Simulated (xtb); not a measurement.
C$_{3}$H$_{11}$Si$_{3}$, doublet, at a GFN2-xTB geometry; GFN2-xTB in xtb.

Input for xtb:
```
$ xtb mol.xyz --gfn 2 --uhf 1 --ohess --json

# file mol.xyz
17

C      1.59690010    -0.40389592    -0.87454284
Si     0.38168798    -1.79328617    -0.41317676
C     -1.40740376    -1.14605160    -0.42875095
Si    -1.66324825     0.39168338     0.66488422
C     -0.40069742     1.71482539     0.15444563
Si     1.41169913     1.15129019     0.20860994
H      1.45808970    -0.12386494    -1.91927229
H      2.61703462    -0.77693359    -0.79597514
H      0.72037442    -2.38003027     0.89250314
H     -1.70389493    -0.90497264    -1.45008304
H     -2.07940002    -1.93709775    -0.09909742
H     -1.46614823     0.02847458     2.07520482
H     -3.03095612     0.91002649     0.49775350
H     -0.63513323     2.05845823    -0.85339539
H     -0.51907981     2.58265774     0.80140682
H      1.79696053     0.83456306     1.59101033
H      2.28741554     2.22382826    -0.29140999
```

The log (banner, timings and long lists left out):

```
   ID    Z sym.   atoms
    1    6 C      1, 3, 5
    2   14 Si     2, 4, 6
    3    1 H      7-17

           -------------------------------------------------
          |                Calculation Setup                |
           -------------------------------------------------

           -------------------------------------------------
          |                 G F N 2 - x T B                 |
           -------------------------------------------------

          ...................................................
          :                      SETUP                      :
          :.................................................:
          :  # basis functions                  53          :
          :  # atomic orbitals                  50          :
          :  # shells                           26          :
          :  # electrons                        35          :
          :  max. iterations                   250          :
          :  Hamiltonian                  GFN2-xTB          :
          :  restarted?                      false          :
          :  GBSA solvation                  false          :
          :  PC potential                    false          :
          :  electronic temp.          300.0000000     K    :
          :  accuracy                    1.0000000          :
          :  -> integral cutoff          0.2500000E+02      :
          :  -> integral neglect         0.1000000E-07      :
          :  -> SCF convergence          0.1000000E-05 Eh   :
          :  -> wf. convergence          0.1000000E-03 e    :
          :  Broyden damping             0.4000000          :
          :  net charge                          0          :
          :  unpaired electrons                  1          :
          ...................................................

 iter      E             dE          RMSdq      gap      omega  full diag
   1    -17.1927650 -0.171928E+02  0.549E+00    2.80       0.0  T
   2    -17.3360306 -0.143266E+00  0.254E+00    1.96       1.0  T
   3    -17.3418549 -0.582430E-02  0.222E+00    2.62       1.0  T
   4    -17.3489496 -0.709472E-02  0.912E-01    2.49       1.0  T
   5    -17.3489836 -0.339810E-04  0.388E-01    2.50       1.0  T
   6    -17.3491710 -0.187394E-03  0.143E-01    2.47       1.0  T
   7    -17.3491962 -0.252471E-04  0.604E-02    2.47       1.0  T
   8    -17.3491969 -0.625175E-06  0.353E-02    2.47       1.0  T
   9    -17.3492007 -0.386000E-05  0.101E-02    2.47       2.4  T
  10    -17.3492007 -0.661646E-08  0.702E-03    2.47       3.5  T
  11    -17.3492009 -0.179408E-06  0.178E-03    2.47      13.6  T
  12    -17.3492009 -0.679973E-08  0.676E-04    2.47      35.9  T
  13    -17.3492009 -0.271761E-09  0.311E-04    2.47      77.9  T

   *** convergence criteria satisfied after 13 iterations ***

         :::::::::::::::::::::::::::::::::::::::::::::::::::::
         ::                     SUMMARY                     ::
         :::::::::::::::::::::::::::::::::::::::::::::::::::::
         :: total energy             -17.133790475215 Eh    ::
         :: gradient norm              0.000045435675 Eh/a0 ::
         :: HOMO-LUMO gap              2.473681640307 eV    ::
         ::.................................................::
         :: SCC energy               -17.349137236809 Eh    ::
         :: -> isotropic ES            0.036217844006 Eh    ::
         :: -> anisotropic ES          0.003822999611 Eh    ::
         :: -> anisotropic XC          0.007687008492 Eh    ::
         :: -> dispersion             -0.015972686939 Eh    ::
         :: repulsion energy           0.215346761594 Eh    ::
         :: add. restraining           0.000000000000 Eh    ::
         :: total charge               0.000000000000 e     ::
         :::::::::::::::::::::::::::::::::::::::::::::::::::::

      -----------------------------------------------------------
     |                   =====================                   |
[...]
 * total energy  :   -17.1337905 Eh     change       -0.5180922E-10 Eh
   *** GEOMETRY OPTIMIZATION CONVERGED AFTER 1 ITERATIONS ***
         :: total energy             -17.133790475268 Eh    ::
[...]
  41:  0.00  42:  0.00  43:  0.00  44:  0.00  45:  0.00  46:  0.00  47:  0.00  48:  0.00
  49:  0.00  50:  0.00  51:  0.00
 output can be read by thermo (or use thermo option).
 writing <g98.out> molden fake output.
 recommended (thermochemical) frequency scaling factor: 1.0
           -------------------------------------------------
          |             Thermodynamic Functions             |
           -------------------------------------------------

cs  symmetry found (for desy threshold:  0.10E+00) used in thermo

          ...................................................
          :                      SETUP                      :
          :.................................................:
          :  # frequencies                          45      :
          :  # imaginary freq.                       0      :
          :  linear?                             false      :
          :  only rotor calc.                    false      :
          :  symmetry                               cs      :
          :  rotational number                       1      :
          :  scaling factor                  1.0000000      :
          :  rotor cutoff                   50.0000000 cm⁻¹ :
          :  imag. cutoff                  -20.0000000 cm⁻¹ :
          :.................................................:

    mode    ω/cm⁻¹     T·S(HO)/kcal·mol⁻¹    T·S(FR)/kcal·mol⁻¹   T·S(vib)
   ------------------------------------------------------------------------
       1    101.07    -1.02371 ( 94.35%)    -0.84790 (  5.65%)    -1.01377
       2    102.20    -1.01728 ( 94.58%)    -0.84462 (  5.42%)    -1.00792
       3    166.60    -0.73746 ( 99.20%)    -0.69990 (  0.80%)    -0.73716
       4    196.18    -0.64657 ( 99.58%)    -0.65150 (  0.42%)    -0.64659
       5    199.60    -0.63708 ( 99.61%)    -0.64639 (  0.39%)    -0.63712
       6    279.34    -0.45846 ( 99.90%)    -0.54683 (  0.10%)    -0.45855
   ------------------------------------------------------------------------

   temp. (K)  partition function   enthalpy   heat capacity  entropy
                                   cal/mol     cal/K/mol   cal/K/mol   J/K/mol
 298.15  VIB   120.                 4107.005     30.809     23.217
         ROT  0.424E+06              888.752      2.981     28.733
         INT  0.508E+08             4995.757     33.790     51.950
         TR   0.146E+28             1481.254      4.968     40.513
         TOT                        6477.0110    38.7577    92.4633   386.8665

       T/K    H(0)-H(T)+PV         H(T)/Eh          T*S/Eh         G(T)/Eh
   ------------------------------------------------------------------------
    298.15    0.103218E-01    0.131519E+00    0.439323E-01    0.875867E-01
   ------------------------------------------------------------------------

         :::::::::::::::::::::::::::::::::::::::::::::::::::::
         ::                  THERMODYNAMIC                  ::
         :::::::::::::::::::::::::::::::::::::::::::::::::::::
         :: total free energy         -17.046203754421 Eh   ::
         ::.................................................::
         :: total energy              -17.133790475269 Eh   ::
         :: zero point energy           0.121197250391 Eh   ::
         :: G(RRHO) w/o ZPVE           -0.033610529543 Eh   ::
         :: G(RRHO) contrib.            0.087586720848 Eh   ::
         :::::::::::::::::::::::::::::::::::::::::::::::::::::

optimized geometry written to: xtbopt.xyz

           -------------------------------------------------
          | TOTAL ENERGY              -17.133790475269 Eh   |
          | TOTAL ENTHALPY            -17.002271450762 Eh   |
          | TOTAL FREE ENERGY         -17.046203754421 Eh   |
          | GRADIENT NORM               0.000045255279 Eh/α |
          | HOMO-LUMO GAP               2.473726664201 eV   |
           -------------------------------------------------

normal termination of xtb
```
